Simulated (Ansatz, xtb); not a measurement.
## Ranking isomers of GaH6PSi2

3 gas-phase structures of GaH6PSi2, found in a search over its isomers (lower ones may exist). Each was relaxed with GFN2-xTB:

A. `[SiH2]1[SiH2][GaH][PH]1`, a singlet
B. `[SiH2]1P[SiH2][GaH]1`, a singlet
C. a singlet given by its coordinates

C (Å):

```yaml
atoms:
  - { symbol: Ga, position_ang: [1.8871, 0.6351, 1.0484] }
  - { symbol: P, position_ang: [-1.2596, 0.5491, 0.2825] }
  - { symbol: Si, position_ang: [0.1869, -1.2536, 0.3533] }
  - { symbol: Si, position_ang: [-0.4273, 1.5784, -1.4844] }
  - { symbol: H, position_ang: [-0.6788, -2.1488, 1.1731] }
  - { symbol: H, position_ang: [-0.1869, -1.8158, -0.9778] }
  - { symbol: H, position_ang: [-0.5342, 1.3308, 1.2162] }
  - { symbol: H, position_ang: [-1.2744, 1.2296, -2.6178] }
  - { symbol: H, position_ang: [-0.3973, 3.0262, -1.2534] }
  - { symbol: H, position_ang: [0.9766, 1.1824, -1.8009] }
```

Close contacts (Å): Ga1–Si3 2.63, P2–Si3 2.31, P2–Si4 2.21, P2–H7 1.42, Si3–H5 1.49, Si3–H6 1.49, Si4–H8 1.46, Si4–H9 1.47, Si4–H10 1.49.

**Question.** Estimate their order in r2SCAN-D4/def2-SVP energy at these geometries, lowest first.

**Answer.** Calculated order at r2SCAN-D4/def2-SVP: A (0.0), C (10.2), B (11.3) kcal/mol.

Energies above the lowest of each column, in kcal/mol; the last columns are at PBE0-D3(BJ)/def2-SVP geometries (a dash: not run or not comparable):

```csv
structure,GFN2-xTB,HF/STO-3G,r2SCAN-D4/def2-SVP,PBE0-D3(BJ)/def2-SVP,CCSD(T)/def2-SVP + ΔMP2/def2-TZVPP
A,11.3,0.0,0.0,0.0,0.0
C,0.0,51.2,10.2,9.2,–
B,15.3,17.8,11.3,5.9,5.6
```

CCSD(T)/def2-SVP + ΔMP2/def2-TZVPP puts A lowest of those it was run on; GFN2-xTB picks C. Some further structures that were screened fall inside this span and aren't listed. Frequencies (PBE0-D3(BJ)/def2-SVP) were run for A, B alone. ΔMP2 is the change of the MP2 energy from the smaller to the larger basis.

Programs: Ansatz 0.2.0, xtb 6.7.1.
